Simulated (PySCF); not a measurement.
**Spectroscopy problems**

- GIAO PBE0/pcSseg-1 shieldings
- B3LYP/pcJ-1 coupling constants (spin–dipole term left out of most H,H and C,H couplings)
- coordinates at the GFN2-xTB level
- program: PySCF 2.14.0 with density-fitted response routines
- non-relativistic, one conformer, averaged over atoms made equivalent by symmetry, fast rotation or ring inversion, in vacuum

Chemical shifts δ = σref − σ; TMS for ¹H and ¹³C, all at this level. Multiplet labels drop J under 1 Hz and among equivalent protons, and merge close values. Unscaled 3J(H,H) run several per cent high. Splittings of carbon signals by F and P are missing where no couplings were computed. Where no couplings were computed, multiplicities follow the n + 1 count of equivalent neighbours, and m marks all less simple cases (inequivalent or close neighbours, rings, F or P nearby). One-bond C–F couplings are unscaled and too large by tens of Hz. Shifts are as computed. Against solution values, carbons near 30 ppm lie about +3 ppm off and those near 130 ppm about +5 ppm. Of 1211 compounds with measured shifts, 218 miss one by over three times the rms of a fit or turn the order of signals round; such compounds aren't used in these exercises. OH and NH positions are gas-phase values without hydrogen bonding to other molecules.

Q: C₃H₄FN₃. ¹H NMR (300 MHz, computed): δ 10.21 (br s, 1H), 8.06 (s, 1H), 5.87 (d, J = 54.3 Hz, 2H). ¹³C{¹H} NMR (computed): δ 164.7 (C, d, J = 19.5 Hz), 146.3 (CH), 81.2 (CH2, d, J = 223.8 Hz). Give a structure.

A: SMILES FCc1nc[nH]n1. Rings plus π bonds: 3 (1 ring in the answer). 3 carbon signals for 3 carbons: no two carbons are equivalent. Carbon types of the structure: 1 × C, 1 × CH, 1 × CH2, leaving 1 H on heteroatoms. δC 164.7: substituted aromatic carbon next to a ring nitrogen. δC 146.3: aromatic CH between two ring heteroatoms. δC 81.2: sp3 CH2 bonded to F, on an aromatic ring; deshielded by the electronegative neighbour. δH 10.21: hydrogen on a pyrrole-type ring nitrogen; exchangeable; this is the value without hydrogen bonding to other molecules.

The data come from this structure; uniqueness wasn't tested.

Q: C₅H₈F₂O₂Si. ¹H NMR (600 MHz, computed): δ 7.51 (m, 1H), 5.01 (t, 2H), 2.34 (m, 2H), 2.19 (s, 3H). ¹³C{¹H} NMR (computed): δ 177.7 (C), 162.1 (C), 148.5 (CH), 23.7 (CH3), 16.3 (CH2). What is it?

A: SMILES CC(=O)O[SiH2]C/C(F)=C\F. The formula gives 2 degrees of unsaturation (no ring in the answer). 5 carbon signals for 5 carbons: no two carbons are equivalent. Carbon types of the structure: 2 × C, 1 × CH, 1 × CH2, 1 × CH3, leaving 2 H on heteroatoms. δC 177.7: carbonyl carbon. δC 162.1: fully substituted alkene carbon; an sp2 carbon of a C=C bond. δC 148.5: alkene CH; the olefinic region. δH 2.34: hydrogen on an allylic sp3 CH2 bonded to Si; allylic position.

The data come from this structure; uniqueness wasn't tested.

Q: CH₁₁NO₂Si₄. ¹H NMR (500 MHz, computed): δ 5.66 (q, 1H), 4.76 (s, 3H), 4.10 (s, 3H), 3.72 (d, 3H), -0.11 (br s, 1H). ¹³C{¹H} NMR (computed): δ 189.0 (C). What is it?

A: `O=C([SiH3])O[Si@@H]([SiH3])N[SiH3]`. Rings plus π bonds: 1 (no ring in the answer). Carbon types of the structure: 1 × C, leaving 11 H on heteroatoms. δC 189.0: carbonyl carbon. δH 4.76: hydrogen on a silicon bonded to N. δH 4.10: hydrogen on a silicon bonded to C. δH -0.11: hydrogen on a nitrogen bonded to 2 Si; exchangeable, gas-phase position.

The data come from this structure; uniqueness wasn't tested.

Q: C₃H₄FN₃. ¹H NMR (600 MHz, computed): δ 7.15 (d, J = 8.1 Hz, 1H), 4.16 (s, 3H). ¹³C{¹H} NMR (computed): δ 172.8 (d, J = 323.5 Hz), 121.9 (d, J = 17.0 Hz), 42.5. What is it?

A: `n1(C)ncc(F)n1`. The formula gives 3 degrees of unsaturation (1 ring in the answer). 3 carbon signals for 3 carbons: no two carbons are equivalent. Carbon types of the structure: 1 × C, 1 × CH, 1 × CH3, which accounts for all hydrogens. δC 172.8: aromatic carbon bearing fluorine; an ipso carbon deshielded by its heteroatom. δC 121.9: aromatic CH next to a ring nitrogen. δH 7.15: hydrogen on an aromatic CH next to a ring nitrogen; it sits in the deshielding region of the aromatic ring current. δH 4.16: hydrogen on a methyl carbon bonded to N; its carbon carries N, which withdraws density.

This is the structure that produced the data.
